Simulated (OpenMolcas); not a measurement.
## Co4+: effect of the basis set

- Program: OpenMolcas 26.06
- Method: CASSCF
- Active space: 5 electrons in 10 orbitals (3d 4d)
- State averaging: 2S+1 = 6 even, 1 root; 2S+1 = 4 even, 24 roots; 2S+1 = 2 even, 53 roots
- Spin-orbit coupling: state interaction with AMFI integrals over the reference wave functions, term energies averaged over their components

A. ANO-RCC-VTZP [6s5p3d2f1g], DKH2, point nucleus; cost roughly 90 core-seconds
B. ANO-R2 [7s5p4d2f1g], X2C, finite nucleus; cost roughly 110 core-seconds
C. ANO-RCC-VQZP [7s6p4d3f2g1h], DKH2, point nucleus; cost roughly 3 core-minutes

Energies in cm-1 above 3d5 6S 5/2, the measured ground level; measured values from Sugar and Corliss, J. Phys. Chem. Ref. Data 10, 1097 (1981).

```tsv
Level	A	B	C	Measured
3d5 6S 5/2	0.0	0.0	0.0	0.0
3d5 4G 5/2	41432	41431	41347	
3d5 4G 7/2	41496	41489	41405	
3d5 4G 9/2	41545	41531	41449	
3d5 4G 11/2	41551	41536	41454	37218
3d5 4P 5/2	47450	47465	47367	40753
3d5 4P 3/2	47560	47564	47467	40891
3d5 4P 1/2	47700	47689	47591	41024
3d5 4D 7/2	51478	51537	51445	44709
3d5 4D 1/2	51581	51627	51535	44908
3d5 4D 3/2	51723	51753	51661	
3d5 4D 5/2	51774	51798	51707	
3d5 2I 11/2	59308	59096	59018	
3d5 2I 13/2	59449	59221	59144	
3d5 2D 5/2 [63 %]	66281	66102	66020	57083
3d5 2D 3/2	67122	66954	66870	57823
3d5 2F 7/2(1)	68558	68326	68244	59455
3d5 4F 9/2	68826	69049	68922	60830
3d5 4F 5/2	68830	68981	68863	
3d5 4F 7/2	68921	69104	68977	60974
3d5 4F 3/2	69259	69382	69260	
3d5 2H 9/2	72461	72287	72197	64742
3d5 2H 11/2	72909	72685	72597	65284
3d5 2G 7/2	75197	75023	74943	66229
```

Deviations, from unrounded energies. A percentage is the sum of absolute deviations over the sum of measured energies, with the sign that they share, or ± where signs differ.

```csv
Against measurement,Levels,A,B,C
mean absolute deviation (cm-1),14,7500,7500,7400
other terms of the ground configuration (%),14,+14.2,+14.2,+14.0
```

A, B, C lie about equally close to measurement. The largest miss of C in the table is 3d5 2D 3/2, by +9000 cm-1. The ranking rests on the paired levels alone, and a cruder setting can come out closer through cancelling errors.

Among A to C the level of the table that moves most is 3d5 2F 7/2(1), by 310 cm-1 (lowest in C, highest in A).

Without dynamic correlation excited terms often stand tens of per cent too high (terms of higher spin than the ground term too low), and those without a measured partner can miss by more than the paired ones. Active for correlation alone: 4d; no level in the range computed is led by a configuration that fills it, so any true level of that kind is missing. Some levels mix across a computed gap that differs much from the measured one, so their mixing is not that of the real levels (holds for A). Computed and measured levels are paired by configuration, term and J; levels that our copy of the source lacks, or whose pairing is in doubt (as where it misses far off the trend of its configuration), stay unpaired and out of the deviations. Only configurations of the active space appear. Levels that lie high or do not pair safely by name in every column are left out.

A share in square brackets marks a mixed level and gives the weight of the term that names it, the lowest over the columns. A number in round brackets counts repeated terms of one configuration in the order of the reference energies.
